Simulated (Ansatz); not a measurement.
System: P₂O₂ (charge 0, singlet). SMILES: p12p(o1)o2
Geometry: optimised at B3LYP-D3(BJ)/def2-TZVP (Ansatz, a first-principles code).

Property: atomisation energy (electronic, to ground-state atoms), in eV. Valence correlation only, unless marked. Open shells are spin-unrestricted. No spin-orbit coupling. Non-relativistic. The coupled-cluster limit lacks core correlation, which all-electron functionals hold. Basis-set limits of correlation are two-point, X^-3; Hartree-Fock from the larger set.

| level | program | atomisation energy (eV) |
|---|---|---|
| HF/cc-pwCVTZ | Ansatz | 5.81 |

Q: What does CCSD(T)/CBS(cc-pV(T+d)Z,cc-pV(Q+d)Z) (Ansatz) give?

A: 14.52 eV
